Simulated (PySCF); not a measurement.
SMILES c1(ccc(C(=O)O)cc1)C=C, GFN2-xTB optimised geometry.

```
19

C     -3.47     1.12     0.00
C     -2.68     0.05     0.00
C     -1.22     0.05     0.00
C     -0.46     1.23     0.00
C      0.92     1.17     0.00
C      1.58    -0.06     0.00
C      3.05    -0.07     0.00
O      3.75     0.91     0.00
O      3.58    -1.31     0.00
C      0.83    -1.23     0.00
C     -0.55    -1.17     0.00
H     -4.54     1.02     0.00
H     -3.10     2.13     0.00
H     -3.13    -0.93     0.00
H     -0.95     2.19     0.00
H      1.51     2.07     0.00
H      4.54    -1.25     0.00
H      1.33    -2.19     0.00
H     -1.12    -2.09     0.00
```

Density from CAM-B3LYP/def2-SVP (PySCF 2.14.0) at that geometry.

Minimum of the electron density along straight lines between bonded atoms, close to the bond critical point (lines longer than 1.1 times the sum of covalent radii, or with two minima, are not listed):

| bond | length / Å | ρ at the minimum / e bohr⁻³ | ∇²ρ there / e bohr⁻⁵ | position (fraction from the first atom) |
|---|---|---|---|---|
| C1–C2 | 1.328 | 0.344 | -0.93 | 0.50 |
| C2–C3 | 1.457 | 0.278 | -0.70 | 0.50 |
| C3–C4 | 1.398 | 0.308 | -0.79 | 0.50 |
| C4–C5 | 1.377 | 0.319 | -0.84 | 0.50 |
| C5–C6 | 1.395 | 0.309 | -0.79 | 0.50 |
| C6–C7 | 1.475 | 0.276 | -0.71 | 0.48 |
| C7–O8 | 1.207 | ___ | ___ | 0.33 |
| C7–O9 | 1.345 | 0.302 | ___ | 0.34 |
| C6–C10 | 1.393 | 0.310 | -0.79 | 0.50 |
| C3–C11 | 1.398 | 0.309 | -0.79 | 0.50 |
| C10–C11 | 1.379 | 0.318 | -0.84 | 0.50 |
| C1–H12 | 1.076 | 0.284 | -1.11 | 0.64 |
| C1–H13 | 1.076 | 0.284 | -1.10 | 0.64 |
| C2–H14 | 1.083 | 0.283 | -1.08 | 0.63 |
| C4–H15 | 1.079 | 0.285 | -1.10 | 0.63 |
| C5–H16 | 1.080 | 0.287 | -1.14 | 0.65 |
| O9–H17 | 0.970 | 0.345 | -2.37 | 0.82 |
| C10–H18 | 1.079 | 0.287 | -1.13 | 0.64 |
| C11–H19 | 1.081 | 0.284 | -1.09 | 0.63 |

Question: What belongs in the gaps?

Answer: 
- C7–O8, ρ at the minimum / e bohr⁻³: 0.419
- C7–O8, ∇²ρ there / e bohr⁻⁵: 0.24
- C7–O9, ∇²ρ there / e bohr⁻⁵: -0.41
